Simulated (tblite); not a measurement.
A geometry optimisation, step by step.

Species: C₈H₁₁Al.
Atom-mapped SMILES: `[CH3:1][C:2]#[C:3][AlH:4][C:5]#[C:6][CH2:7][CH2:8][CH3:9]` (hydrogens: H10, H11, H12 on C1; H13 on Al4; H14, H15 on C7; H16, H17 on C8; H18, H19, H20 on C9)

Computed with GFN2-xTB (tblite), gas phase: L-BFGS steps from a force-field or distance-geometry start until the largest atomic force falls under 0.01 eV/Å. 10 of its 60 geometries are shown.

Step 0: E = -644.0302 eV, largest atomic force 1.771 eV/Å
```
atom  x, y, z in Å  |  force x, y, z in eV/Å
C1      5.951    0.343   -0.215   -0.529  -0.144   0.797
C2      4.600   -0.123   -0.585    1.316   0.318   0.383
C3      3.497   -0.528   -0.883   -0.445  -0.288  -0.143
Al4     1.724   -1.171   -1.383    0.033   0.233  -0.273
C5      0.118   -0.515   -0.487    0.985  -0.620  -0.620
C6     -0.889   -0.101    0.030   -1.294   0.782   0.923
C7     -2.115    0.419    0.672    1.390  -0.963   0.340
C8     -3.299   -0.064   -0.121   -0.169  -0.458  -0.593
C9     -4.599    0.418    0.478   -0.838  -0.649   0.126
H10     6.319   -0.195    0.706   -0.387   0.355  -0.956
H11     5.916    1.417    0.043   -0.006  -0.414  -0.214
H12     6.647    0.187   -1.038   -0.064  -0.026   0.085
H13     1.619   -2.124   -2.654   -0.017   0.188   0.439
H14    -2.178   -0.054    1.683    0.123   0.582  -0.411
H15    -2.032    1.508    0.750   -0.198  -0.150   0.023
H16    -3.231    0.273   -1.159    0.176  -0.027   0.028
H17    -3.293   -1.175   -0.123    0.086   0.554  -0.188
H18    -4.451    1.292    1.112   -0.195   0.016  -0.272
H19    -4.993   -0.404    1.104   -0.120   0.612  -0.147
H20    -5.315    0.611   -0.341    0.152   0.098   0.673
```

Step 7: E = -644.2352 eV, largest atomic force 0.173 eV/Å
```
atom  x, y, z in Å  |  force x, y, z in eV/Å
C1      5.933    0.344   -0.204    0.051  -0.026   0.007
C2      4.617   -0.134   -0.571    0.113   0.069   0.001
C3      3.517   -0.542   -0.888   -0.030  -0.042  -0.061
Al4     1.745   -1.124   -1.401   -0.027  -0.004   0.035
C5      0.125   -0.546   -0.512   -0.124   0.077   0.046
C6     -0.854   -0.093    0.053    0.048  -0.088  -0.043
C7     -2.077    0.380    0.672   -0.011   0.019   0.047
C8     -3.296   -0.076   -0.137   -0.042  -0.050   0.039
C9     -4.614    0.392    0.482   -0.036   0.055   0.005
H10     6.296   -0.198    0.668    0.004  -0.022   0.073
H11     5.906    1.408    0.029   -0.050   0.014   0.000
H12     6.633    0.184   -1.023    0.004   0.000  -0.057
H13     1.615   -2.101   -2.598    0.002   0.028   0.034
H14    -2.155   -0.014    1.689    0.058  -0.052   0.049
H15    -2.053    1.471    0.747    0.012   0.043  -0.077
H16    -3.206    0.281   -1.164    0.026   0.074   0.042
H17    -3.284   -1.165   -0.165   -0.008  -0.106  -0.137
H18    -4.476    1.293    1.076    0.047   0.040  -0.005
H19    -5.037   -0.375    1.127    0.026   0.045   0.033
H20    -5.340    0.623   -0.291   -0.062  -0.072  -0.029
```

Step 13: E = -644.2493 eV, largest atomic force 0.099 eV/Å
```
atom  x, y, z in Å  |  force x, y, z in eV/Å
C1      5.941    0.342   -0.202   -0.006   0.003   0.003
C2      4.629   -0.132   -0.577   -0.013  -0.040  -0.009
C3      3.534   -0.547   -0.904   -0.092  -0.023  -0.028
Al4     1.746   -1.113   -1.388    0.016   0.005   0.000
C5      0.115   -0.538   -0.517    0.004   0.019   0.024
C6     -0.866   -0.106    0.059    0.051  -0.048  -0.056
C7     -2.084    0.368    0.681    0.027  -0.030   0.013
C8     -3.303   -0.086   -0.132   -0.020   0.013  -0.040
C9     -4.618    0.393    0.482   -0.029  -0.017   0.032
H10     6.296   -0.198    0.675    0.040  -0.017   0.027
H11     5.897    1.404    0.028    0.029   0.081   0.025
H12     6.634    0.185   -1.026    0.087  -0.002  -0.023
H13     1.613   -2.090   -2.578   -0.008  -0.008   0.001
H14    -2.135   -0.016    1.704   -0.063   0.000   0.013
H15    -2.056    1.462    0.723   -0.020  -0.003   0.036
H16    -3.196    0.309   -1.144   -0.020   0.064  -0.046
H17    -3.292   -1.175   -0.214   -0.038   0.019   0.023
H18    -4.467    1.306    1.055   -0.004   0.045  -0.050
H19    -5.036   -0.354    1.152    0.040  -0.013   0.062
H20    -5.359    0.599   -0.287    0.021  -0.046  -0.008
```

Step 20: E = -644.2681 eV, largest atomic force 0.242 eV/Å
```
atom  x, y, z in Å  |  force x, y, z in eV/Å
C1      5.961    0.343   -0.203   -0.040  -0.036   0.008
C2      4.653   -0.148   -0.592   -0.028   0.037  -0.031
C3      3.553   -0.549   -0.923    0.026   0.007  -0.001
Al4     1.750   -1.108   -1.393    0.173   0.084   0.147
C5      0.131   -0.524   -0.511   -0.052  -0.018   0.027
C6     -0.874   -0.144    0.062   -0.059   0.111   0.079
C7     -2.094    0.337    0.683   -0.079  -0.023  -0.002
C8     -3.318   -0.074   -0.149   -0.003   0.049   0.008
C9     -4.623    0.395    0.495    0.019  -0.025  -0.062
H10     6.315   -0.195    0.677   -0.009   0.010   0.019
H11     5.905    1.408    0.031   -0.006  -0.038  -0.004
H12     6.678    0.197   -1.010   -0.021  -0.001  -0.032
H13     1.599   -2.094   -2.558   -0.017  -0.087  -0.115
H14    -2.177   -0.039    1.709    0.029  -0.085  -0.103
H15    -2.063    1.433    0.738    0.073  -0.055  -0.001
H16    -3.216    0.390   -1.136   -0.016  -0.141   0.061
H17    -3.339   -1.163   -0.276    0.053   0.183  -0.036
H18    -4.481    1.365    0.973   -0.079  -0.070  -0.048
H19    -4.975   -0.317    1.244    0.074   0.139  -0.053
H20    -5.388    0.499   -0.273   -0.039  -0.041   0.139
```

Step 26: E = -644.3017 eV, largest atomic force 0.181 eV/Å
```
atom  x, y, z in Å  |  force x, y, z in eV/Å
C1      5.994    0.340   -0.203   -0.019   0.023  -0.015
C2      4.695   -0.152   -0.619   -0.018   0.000   0.033
C3      3.592   -0.548   -0.951    0.047   0.021   0.014
Al4     1.776   -1.096   -1.371   -0.092  -0.095  -0.060
C5      0.143   -0.518   -0.480    0.107  -0.051  -0.015
C6     -0.879   -0.166    0.079   -0.125  -0.012  -0.040
C7     -2.117    0.295    0.680    0.000   0.054  -0.034
C8     -3.345   -0.032   -0.181    0.034  -0.010  -0.008
C9     -4.635    0.406    0.502    0.107   0.016  -0.041
H10     6.336   -0.194    0.687   -0.036   0.021  -0.082
H11     5.916    1.404    0.034    0.036  -0.053  -0.006
H12     6.732    0.212   -0.999   -0.083  -0.018   0.050
H13     1.577   -2.109   -2.543    0.050   0.120   0.126
H14    -2.243   -0.137    1.679    0.068  -0.031  -0.060
H15    -2.044    1.382    0.786   -0.030   0.048   0.098
H16    -3.252    0.469   -1.145    0.039   0.083  -0.041
H17    -3.382   -1.101   -0.382    0.025  -0.151   0.028
H18    -4.558    1.441    0.819   -0.033   0.122   0.016
H19    -4.840   -0.203    1.377    0.007  -0.056   0.071
H20    -5.471    0.319   -0.183   -0.084  -0.032  -0.033
```

Step 33: E = -644.3156 eV, largest atomic force 0.073 eV/Å
```
atom  x, y, z in Å  |  force x, y, z in eV/Å
C1      5.993    0.341   -0.206    0.027   0.009   0.006
C2      4.693   -0.147   -0.618    0.000   0.027   0.025
C3      3.595   -0.548   -0.958    0.012   0.016   0.046
Al4     1.778   -1.100   -1.351   -0.046  -0.019  -0.054
C5      0.150   -0.531   -0.458    0.018  -0.021  -0.019
C6     -0.892   -0.166    0.055    0.012   0.049   0.002
C7     -2.123    0.294    0.667    0.011  -0.008   0.016
C8     -3.350   -0.017   -0.198    0.010   0.012   0.015
C9     -4.635    0.413    0.500    0.005  -0.003   0.005
H10     6.333   -0.197    0.679   -0.011  -0.025   0.004
H11     5.930    1.403    0.036   -0.008   0.003  -0.015
H12     6.726    0.205   -1.001   -0.030  -0.013  -0.024
H13     1.586   -2.093   -2.520    0.014   0.000   0.015
H14    -2.237   -0.189    1.643    0.009  -0.021   0.033
H15    -2.046    1.374    0.834   -0.034  -0.008  -0.007
H16    -3.252    0.499   -1.156   -0.020   0.005   0.004
H17    -3.379   -1.091   -0.400   -0.026   0.022  -0.010
H18    -4.598    1.470    0.762    0.009  -0.032  -0.027
H19    -4.780   -0.160    1.415    0.005   0.021   0.000
H20    -5.500    0.252   -0.140    0.043  -0.013  -0.013
```

Step 39: E = -644.3189 eV, largest atomic force 0.053 eV/Å
```
atom  x, y, z in Å  |  force x, y, z in eV/Å
C1      5.992    0.341   -0.206   -0.010  -0.004  -0.005
C2      4.686   -0.137   -0.607   -0.015  -0.007   0.005
C3      3.589   -0.542   -0.940   -0.042   0.006   0.006
Al4     1.777   -1.101   -1.355   -0.020   0.020   0.045
C5      0.149   -0.537   -0.460   -0.012   0.027  -0.032
C6     -0.887   -0.150    0.049    0.033  -0.022   0.010
C7     -2.121    0.291    0.670    0.011  -0.007  -0.011
C8     -3.346   -0.014   -0.199   -0.026  -0.002   0.010
C9     -4.629    0.413    0.500   -0.040   0.009   0.017
H10     6.331   -0.204    0.676    0.019   0.007   0.003
H11     5.937    1.403    0.033    0.020   0.010   0.010
H12     6.713    0.196   -1.011    0.004  -0.008  -0.009
H13     1.594   -2.096   -2.518    0.009  -0.028  -0.037
H14    -2.226   -0.208    1.640   -0.003   0.015  -0.012
H15    -2.062    1.371    0.849    0.005  -0.007   0.019
H16    -3.256    0.510   -1.153    0.032  -0.009   0.008
H17    -3.386   -1.085   -0.409    0.032  -0.005  -0.013
H18    -4.604    1.475    0.739    0.004   0.004  -0.010
H19    -4.764   -0.142    1.427    0.001   0.007  -0.006
H20    -5.491    0.228   -0.138   -0.002  -0.008   0.001
```

Step 46: E = -644.3214 eV, largest atomic force 0.064 eV/Å
```
atom  x, y, z in Å  |  force x, y, z in eV/Å
C1      5.988    0.339   -0.208   -0.015  -0.009  -0.002
C2      4.672   -0.129   -0.591    0.002  -0.003   0.003
C3      3.569   -0.528   -0.913   -0.007  -0.007  -0.003
Al4     1.770   -1.104   -1.359    0.035   0.048   0.025
C5      0.140   -0.526   -0.482   -0.028   0.007  -0.009
C6     -0.885   -0.143    0.050   -0.007  -0.012  -0.027
C7     -2.119    0.290    0.675    0.004   0.000   0.032
C8     -3.342   -0.014   -0.197    0.012  -0.003  -0.015
C9     -4.630    0.413    0.498    0.011  -0.007  -0.006
H10     6.337   -0.206    0.670    0.003   0.000  -0.004
H11     5.951    1.403    0.031   -0.002  -0.003  -0.005
H12     6.695    0.184   -1.023   -0.004  -0.001  -0.001
H13     1.611   -2.106   -2.525    0.007  -0.016  -0.008
H14    -2.220   -0.218    1.639   -0.014  -0.023   0.036
H15    -2.067    1.366    0.869    0.022   0.026  -0.004
H16    -3.243    0.513   -1.148   -0.005   0.020  -0.020
H17    -3.373   -1.083   -0.416   -0.010  -0.016   0.022
H18    -4.611    1.479    0.717   -0.010  -0.002  -0.008
H19    -4.758   -0.126    1.435    0.000  -0.001  -0.009
H20    -5.490    0.208   -0.136    0.005   0.002   0.005
```

Step 52: E = -644.3224 eV, largest atomic force 0.035 eV/Å
```
atom  x, y, z in Å  |  force x, y, z in eV/Å
C1      5.986    0.337   -0.208    0.005  -0.002   0.000
C2      4.667   -0.127   -0.583    0.000  -0.001  -0.004
C3      3.562   -0.523   -0.902    0.001   0.005  -0.001
Al4     1.768   -1.096   -1.361    0.010  -0.024  -0.023
C5      0.130   -0.519   -0.500   -0.012   0.003  -0.004
C6     -0.889   -0.144    0.049   -0.008   0.001   0.010
C7     -2.118    0.288    0.683   -0.011   0.001  -0.002
C8     -3.339   -0.012   -0.196    0.006   0.000   0.003
C9     -4.629    0.412    0.495    0.010  -0.002  -0.007
H10     6.340   -0.208    0.667    0.003  -0.001   0.004
H11     5.955    1.401    0.028   -0.003  -0.001   0.000
H12     6.686    0.178   -1.030    0.006  -0.001  -0.005
H13     1.623   -2.109   -2.523    0.009   0.022   0.024
H14    -2.223   -0.224    1.645    0.004   0.003  -0.010
H15    -2.061    1.364    0.878    0.001  -0.007   0.004
H16    -3.236    0.517   -1.146   -0.001  -0.012   0.009
H17    -3.369   -1.083   -0.413   -0.006   0.012   0.003
H18    -4.615    1.480    0.705   -0.009   0.006   0.007
H19    -4.754   -0.121    1.435   -0.004   0.002   0.005
H20    -5.489    0.199   -0.135    0.001  -0.004  -0.011
```

Step 59: E = -644.3226 eV, largest atomic force 0.009 eV/Å
```
atom  x, y, z in Å  |  force x, y, z in eV/Å
C1      5.987    0.336   -0.209    0.005   0.003  -0.001
C2      4.668   -0.127   -0.582    0.004  -0.003  -0.001
C3      3.561   -0.520   -0.900    0.003   0.002   0.002
Al4     1.768   -1.095   -1.361   -0.007   0.003  -0.004
C5      0.126   -0.518   -0.508   -0.001  -0.001   0.005
C6     -0.890   -0.144    0.049   -0.004   0.005   0.002
C7     -2.118    0.288    0.685   -0.003  -0.001  -0.001
C8     -3.339   -0.012   -0.194   -0.002  -0.002   0.001
C9     -4.630    0.413    0.494   -0.001   0.002   0.000
H10     6.342   -0.209    0.666    0.001  -0.002  -0.002
H11     5.956    1.400    0.026    0.004   0.002   0.000
H12     6.685    0.176   -1.032    0.004  -0.001   0.001
H13     1.630   -2.107   -2.520    0.004  -0.004  -0.002
H14    -2.223   -0.226    1.647    0.004  -0.001  -0.002
H15    -2.061    1.364    0.882    0.000  -0.004   0.000
H16    -3.234    0.515   -1.145   -0.001   0.003   0.004
H17    -3.371   -1.082   -0.410    0.000  -0.003   0.004
H18    -4.620    1.481    0.704   -0.002   0.002  -0.006
H19    -4.755   -0.119    1.435   -0.006  -0.002  -0.004
H20    -5.487    0.196   -0.140   -0.003   0.002   0.003
```

**Question.** Summarise the path.

**Answer.** The energy falls by 0.2923 eV from step 0 to step 59; nine tenths of that is first reached at step 25. It rises by more than 0.2 meV at step 27. The largest force goes from 1.771 to 0.009 eV/Å. Among the bonds Al4–H13 changes most, from 1.592 to 1.545 Å; the atoms move by 0.226 Å rms after alignment.

**Question.** Follow the three bonds and two angles with the largest change from start to end.

**Answer.** 
```csv
step,E above end (eV),largest force (eV/Å),Al4–H13 (Å),C1–H10 (Å),C6–C7 (Å),C8–C7–H15 (°),C3–Al4–C5 (°)
0,0.2923,1.771,1.592,1.128,1.479,114.6,121.3
3,0.1411,0.544,1.572,1.092,1.448,112.0,121.7
5,0.1011,0.866,1.553,1.086,1.453,111.0,123.0
8,0.0837,0.115,1.549,1.092,1.451,110.4,124.0
10,0.0785,0.131,1.545,1.092,1.451,110.1,124.6
13,0.0733,0.099,1.545,1.089,1.448,109.7,125.3
15,0.0696,0.104,1.548,1.090,1.447,109.2,125.7
18,0.0634,0.126,1.540,1.092,1.449,108.5,125.7
21,0.0479,0.262,1.536,1.089,1.453,108.6,125.3
23,0.0353,0.161,1.554,1.089,1.453,108.8,125.8
26,0.0209,0.181,1.562,1.093,1.452,108.7,126.9
28,0.0153,0.121,1.550,1.092,1.452,108.9,126.9
31,0.0091,0.088,1.541,1.090,1.451,109.9,127.0
33,0.0070,0.073,1.547,1.090,1.450,110.0,127.5
36,0.0050,0.044,1.544,1.091,1.450,109.6,127.4
38,0.0041,0.052,1.541,1.090,1.450,109.4,127.1
41,0.0028,0.044,1.546,1.090,1.450,109.3,126.7
44,0.0019,0.047,1.547,1.091,1.449,109.3,126.3
46,0.0012,0.064,1.544,1.091,1.449,109.4,125.9
49,0.0005,0.034,1.547,1.091,1.450,109.5,125.8
51,0.0003,0.037,1.549,1.090,1.450,109.6,126.0
54,0.0001,0.016,1.546,1.090,1.449,109.7,126.1
56,0.0001,0.015,1.545,1.090,1.449,109.7,126.1
59,0.0000,0.009,1.545,1.091,1.449,109.7,126.2
```

What follows is the cost of the whole relaxation. Time: 0.41 s. Hardware: one thread, Intel Xeon 6975P-C (x86_64), on a shared host.
